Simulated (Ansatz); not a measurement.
Born–Oppenheimer molecular dynamics of C4H13ClN2Si (21 atoms, charge 0, multiplicity 1). It starts from a relaxed structure.

All numbers below come from Ansatz, RKS PBE-D4/STO-3G.

* ensemble: NVE (Milne-controlled integrator)
* time step: 0.5 fs
* steps asked: 150
* starting velocities drawn for: 500 K
* masses: H 10 u
* seed: 701175

First frame:

```xyz
21
Properties=species:S:1:pos:R:3
Si 0.096 -0.172 -0.049
Cl 0.213 -0.256 2.087
N 1.616 -0.042 -0.895
C 2.554 -1.205 -0.789
H 1.949 -2.135 -0.750
H 3.218 -1.238 -1.681
H 3.202 -1.160 0.120
C 2.337 1.269 -0.873
H 3.048 1.317 -1.728
H 1.605 2.096 -0.979
H 2.923 1.435 0.064
H -0.656 1.049 -0.351
N -0.551 -1.751 -0.539
C -1.706 -2.287 0.256
H -1.484 -2.160 1.335
H -2.680 -1.785 0.031
H -1.828 -3.370 0.039
C -0.832 -1.845 -2.014
H -1.760 -1.306 -2.333
H 0.029 -1.424 -2.574
H -0.951 -2.913 -2.298
```

(1) How far do the bonds stretch over the last three quarters of this one trajectory? (Pairs bonded in most of those frames.)

## Answers

(1) 
```csv
bond,mean (Å),spread (Å),shortest,longest
Si1–Cl2,2.132,0.016,2.11,2.17
Si1–N3,1.748,0.019,1.72,1.78
Si1–H12,1.463,0.028,1.42,1.51
Si1–N13,1.752,0.018,1.72,1.78
N3–C4,1.500,0.021,1.46,1.53
N3–C8,1.496,0.011,1.48,1.52
C4–H5,1.112,0.016,1.08,1.14
C4–H6,1.119,0.054,1.04,1.21
C4–H7,1.127,0.047,1.05,1.21
C8–H9,1.111,0.011,1.09,1.13
C8–H10,1.109,0.014,1.09,1.14
C8–H11,1.119,0.014,1.10,1.14
N13–C14,1.497,0.022,1.46,1.55
N13–C18,1.498,0.051,1.42,1.58
C14–H15,1.109,0.012,1.09,1.13
C14–H16,1.120,0.030,1.06,1.16
C14–H17,1.113,0.019,1.08,1.15
C18–H19,1.128,0.032,1.06,1.17
C18–H20,1.114,0.022,1.07,1.16
C18–H21,1.111,0.023,1.07,1.17
```

Mean temperature of the second half: 248 K. The conserved energy stayed within 0.0017 meV per atom of its start (net change -9.5e-05 meV per atom), so the integration is sound. Over the second half the temperature averaged 0.50 of the 500 K drawn at the start: a run that starts near a minimum puts about half its kinetic energy into the potential. A run of 0.075 ps of so small a system gives no equilibrium averages. Limits of this set-up: minimal basis.

Run time: 16 min on 1 thread of Arm Neoverse V2, with other jobs on the host, peak memory 0.13 GiB.
